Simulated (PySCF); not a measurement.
Two structures of BNH3ClO, closed shell, reached by relaxing down either side of one saddle point (PBE0-D4/def2-TZVP). Energies are electronic, without zero-point energy. PySCF 2.14 with density fitting (its default auxiliary sets; JK sets also for MP2 and CCSD(T)); basis: def2-TZVPP and def2-QZVPP; cores frozen in the correlated methods. Extrapolation: Hartree–Fock as exp(−7.88 √X), correlation as X^−2.97. First:

```xyz
7
angstrom
B 0.1001 0.2657 -0.1201
O 0.9080 0.7197 0.8756
N -0.5994 -0.9309 0.0203
H -0.5270 -1.4903 0.8518
Cl -0.0736 1.2076 -1.6299
H 1.3336 1.5517 0.6621
H -1.2017 -1.2969 -0.6925
```

Second:

```xyz
7
angstrom
B -0.3001 0.1364 -0.3719
O 0.5068 0.4997 0.9697
N -0.6166 -1.1340 -0.2933
H 0.5753 -0.4222 1.2938
Cl -0.3829 1.5881 -1.3773
H 1.3820 0.8862 0.8332
H -1.1654 -1.5978 -0.9984
```

**Question.** Which bonds change from the first to the second?

**Answer.** BNH₃ClO ([NH2][B]([OH])[Cl]) → BNHCl ([NH][B][Cl]) + H₂O (still joined by a long B–O bond); bonds formed: O2–H4; bonds broken: N3–H4; bonds weakened to dative contacts: B1–O2.

**Question.** Give the saddle point's structure and its height above each. (To be estimated.)

**Answer.** The calculation gives: 295.5 kJ/mol above the first and 16.7 kJ/mol above the second (CCSD(T) at an estimated basis limit (MP2 extrapolated from triple and quadruple zeta, plus CCSD(T) − MP2 in triple zeta)).
B1  (-0.279, 0.258, -0.355)
O2  (0.548, 0.563, 0.933)
N3  (-0.495, -1.044, -0.172)
H4  (0.372, -0.515, 0.974)
Cl5  (-0.565, 1.605, -1.436)
H6  (1.470, 0.805, 0.780)
H7  (-1.051, -1.672, -0.724)
(Å)

T1 diagnostic: at most 0.014.

Labels in which every atom is bracketed show which atoms are joined, not bond orders.

For scale, one of the runs: CCSD(T)/def2-TZVPP, 177 basis functions, launched by `OMP_NUM_THREADS=4 python run.py`. The run took 4.4 min on 4 CPU threads of an Arm Neoverse V1 (shared host), with 1.9 GiB of host memory at its peak.
